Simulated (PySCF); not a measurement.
## C₆ coefficients of unlike pairs at UHF

Calculated with PySCF 2.14 from the dipole response of each species, C₆(A,B) = (3/π) ∫ α_A(iu) α_B(iu) du, in atomic units, from isotropic polarisabilities. For ions this is the dispersion term alone; charge-induced terms of lower order in 1/R come first.

| species | configuration | basis | relativity | α (bohr³) | C₆ (like pair) |
| --- | --- | --- | --- | --- | --- |
| Cs | [Xe] 6s1 (2S) | def2-QZVPPD with the def2 core potential (46 electrons) (6s5p4d3f) | core potential | 647.4 | 13630 |
| Rb⁺ | [Kr] (1S) | aug-cc-pVQZ-X2C (9s8p6d3f2g) | spin-free X2C | 8.793 | 51.56 |
| V | [Ar] 3d3 4s2 (4F) | aug-cc-pV5Z (10s9p7d5f4g3h2i) | none | 133.5 | 1460 |
| Sc²⁺ | [Ar] 3d1 (2D) | aug-cc-pwCVTZ (10s9p7d4f3g) | none | 4.381 | 13.24 |

(1) Estimate C₆ for Sc²⁺ with Cs.

No spin-orbit coupling is included.

The other pairs:

| pair | C₆ |
| --- | --- |
| V, Rb⁺ | 195.2 |
| Rb⁺, Cs | 408.9 |
| Sc²⁺, V | 95.56 |
| V, Cs | 3988 |
| Sc²⁺, Rb⁺ | 25.85 |

Results:

(1) The integral gives 201.6. The combination rule 2 C_A C_B / (C_A α_B/α_A + C_B α_A/α_B) gives 176.1 and the geometric mean 424.8.
